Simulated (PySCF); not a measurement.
Vibration and rotation of YbCl

PBE0 constants of YbCl, doublet, about 14.0 electrons in the 4f shell (Mulliken) (PySCF, spin-free X2C with a Gaussian nucleus, basis sets Yb x2c-SVPall, Cl x2c-SVPall; masses 173.9389 and 34.9689 u):

* ωe: 300.2 cm⁻¹
* ωexe: 0.791 cm⁻¹
* Be: 0.094394 cm⁻¹
* αe: 0.000375 cm⁻¹
* De to Yb (4f14 6s2) + Cl: 4.04 eV

Q: What force constant and bond length do these constants imply?

A: Reduced mass μred = 29.115 u; k = 5.8918×10⁻⁷·μred·ωe² (u, cm⁻¹, mdyn/Å) = 1.55 mdyn/Å; Re = √(16.8576/(μred·Be)) (u, cm⁻¹, Å) = 2.477 Å.

Q: Estimate the centrifugal constant D from the Kratzer relation and find the Dunham coefficient a1.

A: D = 4Be³/ωe² = 3.73e-08 cm⁻¹; a1 = −1 − αeωe/(6Be²) = -3.11.

Measured values (Huber and Herzberg, Constants of Diatomic Molecules (1979)): ωe = 293.6 cm⁻¹.

Spin–orbit coupling is left out, which matters for elements this heavy, above all for dissociation energies. With d or f electrons several states lie close, and the lowest PBE0 determinant need not be the measured ground state.
